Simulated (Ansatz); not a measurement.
Several settings on one geometry of the cluster AgF₂ (the lowest doublet isomer of a short search) (that of the charge 0 doublet, PBE-D4/def2-TZVP). Ansatz on 4 threads of Arm Neoverse V1 on a shared host; times are rough.

```xyz
3

Ag    0.0000    0.0000    0.0000
F     1.6939    0.9292    0.1551
F    -1.6939   -0.9292   -0.1551
```

Totals from different functionals, basis sets or treatments of relativity can't be compared as stabilities.

In the def2 sets Ag takes a core potential; there is no spin–orbit coupling. Correlated methods freeze 2 core orbitals; core or outer-core shells of Ag are correlated, in sets that lack core-valence functions.

The spins typed aren't always the lowest for that charge.

Task: Give the basis size and estimate the energy, ⟨S²⟩, dipole and time of these runs.

```csv
run,method,charge,state,further keys
1,RKS ωB97X-V/def2-SVP,-1,singlet,"final_grid: {core_spheres: 20, valence_spheres: 16, degree: 47}; point_charges: [{charge: -1.00, position_ang: [5.869, -0.851, 0.933]}]"
2,UKS PBE-D3(BJ)-ATM/def2-SVP,0,doublet,nuclear_model: gaussian; scf: {lower_state_search: off}; forces asked
3,UKS B2GP-PLYP/def2-SVP,0,quartet,fitting: {mean_field: def2-universal-jkfit}; scf: {lower_state_search: off}; forces asked
```

Result: 
| run | functions | energy (Eh) | ⟨S²⟩ | dipole (D) | wall time |
| --- | --- | --- | --- | --- | --- |
| 1 | 59 | -346.3672 | – | – | 2 s |
| 2 | 59 | -346.2569 | 0.75 | 0.00 | 0.7 s |
| 3 | 59 | -345.7579 | 3.76 | 2.42 | 9.5 s |

The highest occupied level of an anion often lies above zero with these methods, and sets without diffuse functions describe the outer electron poorly. At UKS B2GP-PLYP/def2-SVP the program marks the result for the charge 0 quartet as doubtful (asymmetric forces).
